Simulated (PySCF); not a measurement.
# Basis and Hamiltonian dependence of the ionisation energy of Cl⁺

Cl⁺ [Ne] 3s2 3p4 (3P) → Cl²⁺ [Ne] 3s2 3p3 (4S). Calculated with PySCF 2.14 from differences of total energies of unrestricted determinants, without spin-orbit coupling. Values in eV.

```
                                                               basis       Hamiltonian  functions     UHF     LDA    PBE0  MP2 (valence)  CCSD(T) (valence)  CCSD(T) (valence and next inner shell)
                                                            def2-SVP  non-relativistic         18  22.733     n/a  23.958         23.179             23.185                                     n/a
                                                     aug-cc-pV(D+d)Z  non-relativistic         32  22.535  23.949  23.802         23.053             23.092                                     n/a
                                                             pcseg-2  non-relativistic         34  22.591     n/a     n/a         23.311             23.434                                     n/a
                                                         cc-pV(T+d)Z  non-relativistic         39  22.589     n/a  23.843         23.350             23.488                                     n/a
                                                        x2c-TZVPPall     spin-free X2C         42  22.573  23.969  23.836         23.339             23.477                                  23.491
                                                      aug-cc-pVTZ-DK     spin-free X2C         50  22.573  23.948  23.826         23.357                n/a                                     n/a
                                                          dyall-av2z  non-relativistic         50  22.519  23.952  23.790         23.077             23.113                                     n/a
      x2c-TZVPPall with one added diffuse shell each of s, p, d type     spin-free X2C         51  22.565  23.960  23.829         23.333             23.473                                  23.487
aug-cc-pV(T+d)Z with one added diffuse shell each of s, p, d, f type  non-relativistic         71  22.594  23.965  23.844         23.376             23.519                                     n/a
                                                      aug-cc-pVQZ-DK     spin-free X2C         84  22.579  23.968  23.828         23.479             23.633                                     n/a
aug-cc-pCVTZ-DK with one added diffuse shell each of s, p, d, f type     spin-free X2C         91  22.573  23.960  23.832         23.366             23.510                                  23.536
                                                         dyall-acv3z     spin-free X2C        113  22.578  23.967  23.825         23.385             23.530                                     n/a
                                                       aug-cc-pwCVQZ  non-relativistic        134  22.595  23.982  23.842         23.507                n/a                                     n/a
                                                     aug-cc-pV(5+d)Z  non-relativistic        136  22.594  23.979  23.840         23.547                n/a                                     n/a
```

Extrapolation of MP2 (valence) from aug-cc-pVTZ-DK and aug-cc-pVQZ-DK: the correlation parts are 0.784 and 0.899 eV; with the X⁻³ form and unrounded values, (4³ × 0.899 − 3³ × 0.784)/(4³ − 3³) = 0.983 eV, and adding the Hartree-Fock value 22.579 eV of the larger basis gives 23.563 eV.

Frozen in the all-electron rows: valence: [Ne]; valence and next inner shell: 1s2.

Reference for a calculation without spin-orbit coupling: 23.771 eV (measured, between term centres; NIST).
